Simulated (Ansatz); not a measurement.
`[OH][Ti]([F])([F])[SH]`, relaxed with RKS PBE0-D4/def2-TZVP in Ansatz 0.2.0 from a GFN2-xTB geometry. The force threshold is 0.005 eV/Å; the program also tests the step.

Total charge 0; spin multiplicity 1.

Start:

```xyz
7

O    -1.663   -0.232    0.205
Ti   -0.001   -0.257    0.367
F     0.742    0.525    1.695
F     0.858   -1.698    0.033
S     0.698    1.069   -1.370
H    -2.617   -0.241    0.112
H     1.983    0.834   -1.041
```

(1) How much energy does the relaxation release, and in how many steps? (Best estimate.)

(2) Which bonds change most? (Best estimate.)

(3) Give the relaxed structure. (An estimate is asked.)

## Answers

(1) Computed: 33.55 kJ/mol, in 21 steps, 2 of them rejected.

(2) The calculation gave: O1–Ti2 from 1.670 to 1.759 Å; Ti2–F3 from 1.711 to 1.754 Å; Ti2–F4 from 1.712 to 1.752 Å; Ti2–S5 from 2.295 to 2.285 Å.

(3) The calculation gave: 
```xyz
7

O    -1.698   -0.040    0.309
Ti    0.058   -0.142    0.335
F     0.721    0.487    1.833
F     0.637   -1.780    0.110
S     0.733    1.141   -1.430
H    -2.478   -0.520    0.027
H     2.027    0.854   -1.183
```
